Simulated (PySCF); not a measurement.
From one molecule to another.

First species: Perfluoropropionyl chloride, C3ClF5O.
SMILES: `O=C(Cl)C(F)(F)C(F)(F)F`

Second species: Diethoxychloroborane, C4H10BClO2.
Numbering: `[CH3:1][CH2:2][O:3][B:4]([Cl:5])[O:6][CH2:7][CH3:8]` (hydrogens: H9, H10, H11 on C1; H12, H13 on C2; H14, H15 on C7; H16, H17, H18 on C8)

Levels: B3LYP/def2-SVPD for dipole moment, HOMO energy, LUMO energy, HOMO–LUMO gap, static isotropic polarisability and electronic spatial extent ⟨r²⟩ about the centre of nuclear charge; TDDFT B3LYP/def2-SVPD for lowest singlet excitation; PBE0-D3(BJ)/def2-SVP for rotational constant A and rotational constant C. Geometries: PBE0-D3(BJ)/def2-SVP. All species are isolated and taken at one optimised geometry, non-relativistic unless stated. Electronic properties by PySCF.

The conformers computed, where there is a choice (atom-mapped SMILES and torsion angles):
- `[O:1]=[C:2]([Cl:3])[C:4]([F:5])([F:6])[C:7]([F:8])([F:9])[F:10]`: O1–C2–C4–F5 -21°, C2–C4–C7–F8 -54°
- `[CH3:1][CH2:2][O:3][B:4]([Cl:5])[O:6][CH2:7][CH3:8]`: C1–C2–O3–B4 87°, C2–O3–B4–Cl5 2°, O3–B4–O6–C7 -1°, B4–O6–C7–C8 -85°

**Question.** Which has the higher ⟨r²⟩?

**Answer.** The second: 1471 bohr² against 1354 bohr², a difference of 117 bohr².

**Question.** Which of the two has the higher HOMO–LUMO gap, and by how much?

**Answer.** The second: 8.43 eV against 6.55 eV, a difference of 1.88 eV.

**Question.** Which of the two has the higher LUMO energy, and by how much?

**Answer.** The second: 0.13 eV against -2.86 eV, a difference of 2.99 eV.

**Question.** Which has the higher HOMO energy?

**Answer.** The second: -8.30 eV against -9.41 eV, a difference of 1.11 eV.

**Question.** Which has the higher rotational constant C?

**Answer.** The first: 0.874 GHz against 0.817 GHz, a difference of 0.057 GHz.

**Question.** Which of the two has the higher S1 energy, and by how much?

**Answer.** The second: 7.58 eV against 4.78 eV, a difference of 2.80 eV.

**Question.** Which has the higher dipole moment?

**Answer.** The second: 2.54 D against 1.03 D, a difference of 1.51 D.

**Question.** Which of the two has the higher static isotropic polarisability, and by how much?

**Answer.** The second: 85.6 au against 57.7 au, a difference of 27.9 au.

On the first: No computed singlet falls in the visible range (750 to 380 nm, 1.65 to 3.26 eV); S1 lies 1.52 eV above its blue end. S1 lies 1.77 eV below the HOMO–LUMO gap; its leading configuration is HOMO→LUMO, weight 0.98.

On the second: The principal polarisabilities are 73.2, 85.9 and 97.8 au; their mean is the isotropic value. S1 lies 0.85 eV below the HOMO–LUMO gap; its leading configuration is HOMO→LUMO, weight 0.97.
